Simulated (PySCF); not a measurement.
## Spin states and ions at one geometry of OsO2F2

PySCF 2.14.0, UKS PBE, Os def2-SVP with ECP60, O def2-SVP, F def2-SVP; non-relativistic Hamiltonian with scalar-relativistic core potentials where named; density fitting; no spin-orbit coupling; singlets restricted, open shells unrestricted. The geometry is relaxed for charge 0, triplet, vacuum:

```xyz
5

Os    0.0000    0.0000    0.1247
O     0.9703    0.9703    1.1681
O    -0.9703   -0.9703    1.1681
F     0.9053   -0.9053   -1.2631
F    -0.9053    0.9053   -1.2631
```

Energies count from the relaxed state; an electron taken off or put on is at rest in vacuum. Charges and spins are Mulliken's.

```csv
state,energy (eV),spin squared,charge on Os1 (e),spin on Os1 (e),dipole about the centre of mass (D)
"charge 0, triplet, vacuum",0.00,2.00,1.10,1.22,0.08
"charge 0, singlet, vacuum",-0.03,0.00,1.05,0.00,0.45
"charge 0, quintet, vacuum",3.98,6.01,0.99,1.90,0.80
"charge +1, doublet, vacuum",9.77,0.75,1.40,0.69,0.75
"charge -1, doublet, vacuum",-2.14,0.76,0.64,0.57,0.72
"charge -1, quartet, vacuum",-0.81,3.76,0.70,2.07,0.73
```

Q: What does the state charge +1, quartet, vacuum give?

A: energy (eV) 12.34, spin squared 3.77, charge on Os1 (e) 1.33, spin on Os1 (e) 1.09, dipole about the centre of mass (D) 1.55.

With an electron taken off (doublet, the lower of the two states computed) the charges change, summed by element, by Os +0.30 e, O +0.42 e, F +0.28 e. The vertical ionisation energy is 9.77 eV, against −ε(HOMO) = 5.98 eV over both spins of the relaxed state. The level lies 3.8 eV too high, as is usual for semilocal functionals and global hybrids, which keep a self-interaction error.

With an electron put on (doublet, the lower of the two states computed) the charges change, summed by element, by Os -0.46 e, O -0.32 e, F -0.22 e. The vertical electron affinity is 2.14 eV, against −ε(LUMO) = 5.74 eV over both spins of the relaxed state. The basis has no diffuse functions, which an added electron needs. The added electron's level lies above zero.

Open shells may have lower solutions than those found. A restricted singlet can lie too high where a spin-broken solution exists, which wasn't tested: charge 0, singlet, vacuum.
